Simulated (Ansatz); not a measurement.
BrClGaHO (`[OH][Ga]([Cl])[Br]`). Charge 0, multiplicity 1.

Z-matrix (Å, degrees):
```
Ga
O 1 1.766
Br 1 2.267 2 121.1
Cl 1 2.112 2 118.0 3 180.0
H 2 0.961 1 112.9 3 0.0
```

Task: What are the harmonic wavenumbers in cm⁻¹ at PBE0-D4/def2-TZVP (Ansatz, finite differences of forces, unscaled)? (Best estimate.)

Result: Ansatz gave: 105, 152, 156, 301, 364, 447, 725, 868, 3887.

Task: Is this a minimum?

Result: Yes, all 9 modes are real.

Task: Give the ideal-gas thermochemistry at 298.15 K and 1 bar (rigid rotor, harmonic oscillator; point group Cs, symmetry number 1).

Result: Zero-point energy 41.9 kJ/mol; H(298) − E = 60.2 kJ/mol; entropy 346.6 J/(mol·K), of which translation 175.1, rotation 119.9, vibration 51.7; G(298) − E = -43.1 kJ/mol.
